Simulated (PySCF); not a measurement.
**Tungsten: a sound run and one with changed settings**

Sound run: W [Xe] 4f14 5d4 6s2, W⁺ [Xe] 4f14 5d4 6s1. Calculation: PySCF 2.14, in aug-cc-pVDZ-PP with ECP60MDF (5s5p4d2f, 54 functions); scalar relativity through the core potential. The sound run starts from symmetry-adapted Hartree-Fock orbitals and uses a fine grid where one is needed.

A second run was set up differently.

| species | method | sound run (hartree) | changed run (hartree) | converged |
| --- | --- | --- | --- | --- |
| W | UHF | -66.67586 | -66.67586 | yes |
| W | PBE0 | -67.26443 | -67.27030 | yes |
| W | PBE | -67.30375 | -67.31101 | yes |
| W⁺ | UHF | -66.45871 | -66.45871 | yes |
| W⁺ | PBE0 | -66.99541 | -67.00146 | yes |
| W⁺ | PBE | -67.02722 | -67.03478 | yes |

Ionisation energy of W:

```
method  sound run (eV)  changed run (eV)
   UHF           5.909             5.909
  PBE0           7.320             7.315
   PBE           7.525             7.517
```

Question: What was changed?
A. a valence shell is frozen
B. too few SCF iterations
C. minimal basis
D. angular grid far too coarse

Answer: D. It used 26 angular points. A coarse angular grid integrates products of high-l functions wrongly, so density functionals can shift, and the SCF can exploit the error; Hartree-Fock and MP2 need no grid.
